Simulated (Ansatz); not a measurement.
A run for Ansatz (a program for electronic structure): R-PBE0/def2-TZVPPD on NH3 (SMILES N). The basis file is the Basis Set Exchange's JSON of that set.

Ansatz 0.2 input:
```yaml
crystal:
  periodic: [false, false, false]
  atoms:
    - {symbol: N, position_ang: [-0.00002262, 0.00000000, -0.27911755]}
    - {symbol: H, position_ang: [0.94275925, -0.00000000, 0.09307852]}
    - {symbol: H, position_ang: [-0.47141832, 0.81647523, 0.09306951]}
    - {symbol: H, position_ang: [-0.47141832, -0.81647523, 0.09306951]}
basis:
  gaussian:
    orbitals: def2-TZVPPD.json
hamiltonian:
  xc: {name: PBE0}
scf: {lower_state_search: off}
```

Problem. Give the final energy of this run.

Solution. -56.5172 hartree.
